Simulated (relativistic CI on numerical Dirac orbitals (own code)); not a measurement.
Slater and spin-orbit integrals, Mo XIII

These numbers are calculated, not measured: Dirac-Coulomb-Breit CI, separate exchange-only KLI orbitals for each configuration, model QED (radiative potential, 1s self-energy scaled to tabulated hydrogen-like ionisation energies), unscaled Slater integrals (own radial code, finite nucleus).

Slater integrals F^k, G^k are unscaled and averaged over j, outside the closed core [Ar] 3d10; ζ comes from projecting the Hamiltonian with its Breit term on Σ l·s of the shell.

- 4s4p: G^1(4s,4p) = 134140, ζ(4p) = 19861 cm⁻¹; <r>(4s) = 0.9777, <r^2>(4s) = 1.072, <r>(4p) = 1.029, <r^2>(4p) = 1.194 (bohr units).
- 4p²: F^2(4p,4p) = 101440, ζ(4p) = 19804 cm⁻¹; <r>(4p) = 1.03, <r^2>(4p) = 1.196 (bohr units).
- 4s4d: G^2(4s,4d) = 92437, ζ(4d) = 1919.4 cm⁻¹; <r>(4s) = 0.9776, <r^2>(4s) = 1.072, <r>(4d) = 1.126, <r^2>(4d) = 1.443 (bohr units).

Averages of the first 10 configurations, taken without configuration mixing, which lowers the lowest level and can move excited configurations by several eV; other configurations of the list can lie among them:

```json
{"Configuration": "4s²", "Parity": "even", "States": "1", "Average energy above the lowest level (eV)": "1.4"}
{"Configuration": "4s4p", "Parity": "odd", "States": "12", "Average energy above the lowest level (eV)": "29.8"}
{"Configuration": "4p²", "Parity": "even", "States": "15", "Average energy above the lowest level (eV)": "62.8"}
{"Configuration": "4s4d", "Parity": "even", "States": "20", "Average energy above the lowest level (eV)": "79.3"}
{"Configuration": "4d²", "Parity": "even", "States": "45", "Average energy above the lowest level (eV)": "159.2"}
{"Configuration": "4s4f", "Parity": "odd", "States": "28", "Average energy above the lowest level (eV)": "125.9"}
{"Configuration": "4p4d", "Parity": "odd", "States": "60", "Average energy above the lowest level (eV)": "110.3"}
{"Configuration": "4f²", "Parity": "even", "States": "91", "Average energy above the lowest level (eV)": "252.1"}
{"Configuration": "4p4f", "Parity": "even", "States": "84", "Average energy above the lowest level (eV)": "157.2"}
{"Configuration": "4s5s", "Parity": "even", "States": "4", "Average energy above the lowest level (eV)": "127.1"}
```
